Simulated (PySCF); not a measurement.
## Electron correlation in O (oxygen, neutral)

[He] 2s2 2p4, high-spin 3P determinant. All numbers are calculated (PySCF 2.14, the spin-free X2C one-electron Hamiltonian (Gaussian nucleus), in aug-cc-pCVTZ-DK). Frozen: 1s2; 6 electrons correlated.

```csv
level,correlation energy (mhartree)
CCSD,-165.79
(T),-3.59
CCSD(T),-169.38
```

Diagnostics: T1 = 0.0077, D1 = 0.0125, largest double amplitude 0.038.

Cost of the coupled-cluster step: of the order of 7 core-seconds, for 6 correlated electrons.
